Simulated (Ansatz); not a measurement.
# Energy profile

The step: TiZnN₄H₁₀S₂ ([NH2][Ti]([NH2])([NH2])[NH2][Zn]([SH])[SH]) → TiZnN₄H₁₀S₂ ([NH2][Ti]1([NH2])([NH3])[NH2][Zn]([SH])[S]1); bonds formed: Ti1–S7, N2–H6; bonds broken: H6–S7; bonds weakened to dative contacts: Ti1–N2 (atoms numbered as in the saddle structure below).

```xyz
18
angstrom
Ti -0.5579 -0.3832 0.2220
N 0.5155 -1.1365 1.7437
N -0.4923 -1.9963 -0.7727
N -2.3416 -0.2057 0.7191
N -0.1195 0.6392 -1.5284
H 0.7338 0.3308 1.8004
S 0.3638 1.7441 1.3604
Zn 1.3039 1.8590 -0.7118
S 2.9851 2.7399 -1.8124
H 1.3978 -1.6160 1.6233
H 0.0776 -1.4327 2.6055
H -0.6029 -2.1178 -1.7693
H -0.2872 -2.8842 -0.3360
H -3.1014 -0.8348 0.5094
H -2.6535 0.6043 1.2383
H -0.8783 1.2477 -1.8217
H 0.1534 0.0941 -2.3365
H 3.5035 3.3480 -0.7334
```

Electronic energies by CCSD(T) at an estimated basis limit (MP2 extrapolated from triple and quadruple zeta, plus CCSD(T) − MP2 in triple zeta), on PBE0-D4/def2-TZVP structures; TiZnN4H10S2, closed shell; no counterpoise correction. Ansatz 0.2.0; basis: def2-TZVPP and def2-QZVPP; cores frozen in the correlated methods. The 3s and 3p shells of Cu and Zn are frozen; filled d shells are correlated. Extrapolation: Hartree–Fock as exp(−7.88 √X), correlation as X^−2.97.

Question: Give the profile in eV, counted from the separated reactants. (Judge from chemistry; the value comes from the calculation.)

Answer: By the calculation:
```tsv
point	eV
separated: TiN4H8 (linked as [NH2][Ti]([NH2])([NH2])[NH2]; Ti1, N2, N3, N4, N5, H10, H11, H12, H13, H14, H15, H16, H17; singlet) + ZnH2S2 (linked as [SH][Zn][SH]; H6, S7, Zn8, S9, H18; singlet)	0.000
start structure	-1.205
saddle	-0.538
end structure	-2.034
separated: TiZnN3H7S2 (linked as [NH2][Ti]12([NH2])[NH2][Zn]1([SH])[S]2; Ti1, N3, N4, N5, S7, Zn8, S9, H12, H13, H14, H15, H16, H17, H18; singlet) + NH3 (N2, H6, H10, H11; singlet)	-1.370
```
The saddle lies below the separated reactants: the barrier is submerged.

T1 diagnostic: at most 0.024.

Exchanges of this kind with a chalcogen hydride build sulfide and selenide films. Here a small cluster stands in for the surface site.

For scale, one of the runs: CCSD(T)/def2-TZVPP, 476 basis functions, launched by `ansatz run in.yaml --threads 4 --pin off --events-out ev --progress --plain --max-ram 66560MiB --backend cuda --devices 0, --max-vram 37GiB`. Hardware: 4 CPU threads of an AMD EPYC 7R13 and a share of one NVIDIA H100, shared host. Wall time 95 s; peak host memory 1.3 GiB.
